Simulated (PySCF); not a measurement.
**Spinor energies of Yb³⁷⁺ (ytterbium, charge +37)**

Start: [Ar] 3d10 4s2 4p3; 4p1/2 filled at m_j = -1/2, +1/2; 4p3/2 filled at m_j = +3/2. Calculated with PySCF 2.14 in an uncontracted even-tempered set (17 s from 4.1 bohr⁻², ratio 2.8; 13 p from 5.4 bohr⁻², ratio 2.8; 8 d from 9.5 bohr⁻², ratio 2.8; 4 f from 25 bohr⁻², ratio 3): generalised Hartree-Fock with the X2C-1e Hamiltonian and a Gaussian nucleus; one run each with spin-orbit coupling (SO) switched off, then screened by Boettger's factors.

| spinor shell | electrons | ε, spin-free (eV) | ε, screened SO (eV) | weight of nominal j (screened SO) | rms radius, screened SO (bohr) |
| --- | --- | --- | --- | --- | --- |
| 1s1/2 | 2 | -63280.6 | -63261.7 | 1.000 | 0.0223 |
| 2s1/2 | 2 | -12193.5 | -12186.0 | 1.000 | 0.0900 |
| 2p1/2 | 2 | -10939.4 | -11683.7 | 1.000 | 0.0767 |
| 2p3/2 | 4 | -10939.4 | -10626.8 | 1.000 | 0.0837 |
| 3s1/2 | 2 | -3988.6 | -3984.7 | 1.000 | 0.228 |
| 3p1/2 | 2 | -3600.4 | -3766.6 | 1.000 | 0.219 |
| 3d3/2 | 4 | -3138.7 | -3167.0 | 1.000 | 0.205 |
| 3d5/2 | 6 | -3138.7 | -3114.8 | 1.000 | 0.209 |
| 4s1/2 | 2 | -1819.7 | -1818.3 | 1.000 | 0.484 |
| 4p1/2 | 2 | -1691.4 | -1733.4 | 0.999 | 0.477 |
| 4p3/2 | 1 | -1691.4 | -1663.8 | 1.000 | 0.497 |

Question: Where does 3p3/2 lie, and what is the 3p spin-orbit splitting (screened SO)?

Answer: At -3527.0 eV, 239.61 eV above 3p1/2.

```json
{"quantity": "E (hartree)", "spin-free": "-13229.46204", "screened SO": "-13244.68654"}
{"quantity": "M_J", "spin-free": "3/2", "screened SO": "3/2"}
{"quantity": "⟨J²⟩", "spin-free": "3.750", "screened SO": "3.751"}
{"quantity": "⟨L²⟩", "spin-free": "0.000", "screened SO": "2.481"}
{"quantity": "⟨S²⟩", "spin-free": "3.750", "screened SO": "1.576"}
```

Each row is a mean over spinors that exchange with the open shell spreads, by up to 13.328 eV (4s1/2).

Breit and QED terms are absent; they matter most for the inner s and p1/2 levels.

Densities and radii are taken from the X2C orbitals without a picture-change correction, which distorts them close to the nucleus.

Without spin-orbit coupling the j labels of p, d and f shells carry no meaning; the spin-free column gives the mean over the occupied spinors of each nl shell.
